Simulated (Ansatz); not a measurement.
Cost and result for the atomization energy of C$_{3}$H$_{7}$ClSi (`C/C(Cl)=C\[SiH3]`) (12 atoms, 11 bonds).

Z-matrix (Å, degrees):
```
C
C 1 1.487
H 1 1.093 2 110.5
H 1 1.093 2 110.4 3 118.5
H 1 1.091 2 111.2 3 -120.7
Cl 2 1.743 1 112.7 3 -59.2
C 2 1.329 1 127.2 3 120.8
Si 7 1.862 2 123.9 1 0.0
H 7 1.086 2 117.8 1 180.0
H 8 1.488 7 111.5 2 -59.6
H 8 1.485 7 108.5 2 -179.4
H 8 1.488 7 111.5 2 60.8
```

Total charge 0; spin multiplicity 1. The geometry is a stationary point of PBE0-D4/def2-TZVP. Program: Ansatz. All runs use 4 threads of an Arm Neoverse V2 on a shared host. Times are those of one run each, without the atoms' runs, and a repeat can differ threefold. Electronic energies, without spin–orbit coupling; frozen cores. CCSD(T)/CBS adds CCSD(T) − MP2 in def2-TZVPP to the MP2 limit, and its time is that of the two runs behind it. T1 = 0.011. HSE06 is the plane-wave form, built on full-range PBE exchange.

CCSD(T)/CBS is a level of theory with its own doubt, some kJ/mol a heavy atom from the limit and from the frozen cores, so smaller differences don't rank the functionals.

```tsv
level	functions	wall time
revPBE-D4/def2-TZVPP	275	1.9 s
BLYP-D4/def2-TZVPP	275	1.9 s
PBE-D4/def2-TZVPP (with forces)	275	2.4 s
PBE0-D4/def2-TZVPP	275	2.9 s
HSE06-D4/def2-TZVPP	275	3.2 s
CCSD(T)/def2-SVP	113	4.3 s
B2PLYP/def2-TZVPP	275	5.5 s
ωB97X-V/def2-TZVPP	275	7.5 s
B97M-V/def2-TZVPP	275	8.5 s
ωB97M-V/def2-TZVPP (with forces)	275	11 s
MP2/def2-QZVPP	521	22 s
CCSD(T)/def2-TZVPP	275	2.5 min
CCSD(T)/CBS(def2)	–	2.8 min
```

Q: What atomization energy does each give, and how far from CCSD(T)/CBS? (An estimate is asked.)

A: Computed: 
| level | atomization (kcal/mol) | difference from CCSD(T)/CBS | per bond |
| --- | --- | --- | --- |
| revPBE-D4/def2-TZVPP | 1050.2 | -2.3 | -0.2 |
| BLYP-D4/def2-TZVPP | 1048.0 | -4.5 | -0.4 |
| PBE-D4/def2-TZVPP (with forces) | 1071.6 | 19.1 | 1.7 |
| PBE0-D4/def2-TZVPP | 1058.2 | 5.7 | 0.5 |
| HSE06-D4/def2-TZVPP | 1058.9 | 6.4 | 0.6 |
| CCSD(T)/def2-SVP | 1001.6 | -50.9 | -4.6 |
| B2PLYP/def2-TZVPP | 1041.0 | -11.5 | -1.0 |
| ωB97X-V/def2-TZVPP | 1055.6 | 3.1 | 0.3 |
| B97M-V/def2-TZVPP | 1058.2 | 5.7 | 0.5 |
| ωB97M-V/def2-TZVPP (with forces) | 1056.0 | 3.5 | 0.3 |
| MP2/def2-QZVPP | 1054.8 | 2.3 | 0.2 |
| CCSD(T)/def2-TZVPP | 1027.3 | -25.2 | -2.3 |
| CCSD(T)/CBS(def2) | 1052.5 | 0.0 | 0.0 |

From BLYP to BHLYP (50 % exact exchange), in def2-TZVPP and without D4, the atomization energy moves by −12.6 kcal/mol: exact exchange takes away binding that semilocal exchange gives to molecules. Leaving LDA and LC-ωPBE aside and taking each functional with its dispersion term where it has one, the values, not all of them listed here, spread over 42.9 kcal/mol, from BHLYP-D4 to PBE-D4. LDA lies +130.6 kcal/mol from PBE without D4, its usual overbinding. The D4 term adds +10.8 kcal/mol with B3LYP and +5.7 kcal/mol with PBE0; it sums over pairs of atoms, weighted by their polarisabilities, and B3LYP, whose exchange is more repulsive, gets the larger term.

B3LYP here is the variant with VWN-RPA as its local correlation; programs differ in this.
